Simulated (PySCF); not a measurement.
BeCl, SMILES [Be+][Cl], charge +1. Atoms are numbered in the order given.

```xyz
2

Be     0.0000     0.0000    -1.3965
Cl     0.0000     0.0000     0.3286
```
Charge +1, spin multiplicity 1.

The structure is a stationary point at B3LYP-D3(BJ)/def2-TZVPD. The multiplicity is an assumed one; other spin states were not compared.

Calculation: M06-2X/def2-TZVPD run with PySCF.

| Item | Result |
|---|---|
| total energy | -474.62920 hartree |
| point group | C∞v |
| highest occupied level | -17.37 eV |
| lowest empty level | -10.21 eV |
| orbital gap | 7.17 eV |
| dipole moment about the centre of nuclear charge | 8.23 D |
| mean static polarisability | 20.9 bohr³ (3.09 Å³) |
| polarisability, principal values | 18.5, 18.5, 25.7 bohr³ |
